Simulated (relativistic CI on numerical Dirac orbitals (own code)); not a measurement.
# Slater and spin-orbit integrals, Kr2+

Calculated at this level of theory: Dirac-Coulomb-Breit CI, KLI orbitals optimised for each configuration, QED by a radiative potential, valence Slater integrals scaled by 0.85, P86 correlation energy added to each configuration (own radial code, finite nucleus).

Slater integrals F^k, G^k are unscaled and averaged over j, outside the closed core [Ar] 3d10; ζ comes from projecting the Hamiltonian with its Breit term on Σ l·s of the shell.

- 4s2 4p4: F^2(4p,4p) = 59553, ζ(4p) = 4030.8 cm⁻¹; <r>(4p) = 1.752, <r^2>(4p) = 3.514 (bohr units).
- 4s 4p5: G^1(4s,4p) = 81159, ζ(4p) = 4023.1 cm⁻¹; <r>(4s) = 1.505, <r^2>(4s) = 2.572, <r>(4p) = 1.746, <r^2>(4p) = 3.492 (bohr units).
- 4s2 4p3 4d: F^2(4p,4p) = 60491, ζ(4p) = 4281.9, F^2(4p,4d) = 40366, G^1(4p,4d) = 47398, G^3(4p,4d) = 28663, ζ(4d) = 119.29 cm⁻¹; <r>(4p) = 1.725, <r^2>(4p) = 3.407, <r>(4d) = 2.666, <r^2>(4d) = 8.322 (bohr units).

In this model ζ of a weakly bound d, f or g electron outside closed shells comes out too small, for d by up to a factor of two or three and at times with the wrong sign; that of an outer p electron is too small as well.

For a near-neutral ion this model can misplace configurations by up to about 10,000 cm⁻¹ (more where the count of f electrons changes) and terms by 10 to 25 % of their spread. Rates follow the energies as ν³ (E1, M1) or ν⁵ (E2), so they and the lifetimes can be off by large factors. The fine structure of a lone outer electron comes out too small, for d and f at times inverted, and misplaced configurations move strength between like terms. 60 of the 69 excited levels that our extract of the measured tables holds in this range could be paired (the sources list more); they are missed by 7166 cm⁻¹ on average and 10861 at most, and levels without a partner can miss by more.

Averages of the first 10 configurations, taken without configuration mixing, which lowers the lowest level and can move excited configurations by several eV; other configurations of the list can lie among them:

```json
{"Configuration": "4s2 4p4", "Parity": "even", "States": "15", "Average energy above the lowest level (eV)": "2.1"}
{"Configuration": "4s 4p5", "Parity": "odd", "States": "12", "Average energy above the lowest level (eV)": "19.7"}
{"Configuration": "4s2 4p3 4d", "Parity": "odd", "States": "200", "Average energy above the lowest level (eV)": "21.9"}
{"Configuration": "4p6", "Parity": "even", "States": "1", "Average energy above the lowest level (eV)": "40.3"}
{"Configuration": "4s2 4p3 4f", "Parity": "even", "States": "280", "Average energy above the lowest level (eV)": "31.6"}
{"Configuration": "4s2 4p3 5s", "Parity": "odd", "States": "40", "Average energy above the lowest level (eV)": "21.9"}
{"Configuration": "4s 4p4 4d", "Parity": "even", "States": "300", "Average energy above the lowest level (eV)": "38.7"}
{"Configuration": "4s2 4p3 5p", "Parity": "even", "States": "120", "Average energy above the lowest level (eV)": "25.6"}
{"Configuration": "4s2 4p3 6s", "Parity": "odd", "States": "40", "Average energy above the lowest level (eV)": "30.2"}
{"Configuration": "4s2 4p3 5d", "Parity": "odd", "States": "200", "Average energy above the lowest level (eV)": "30.4"}
```
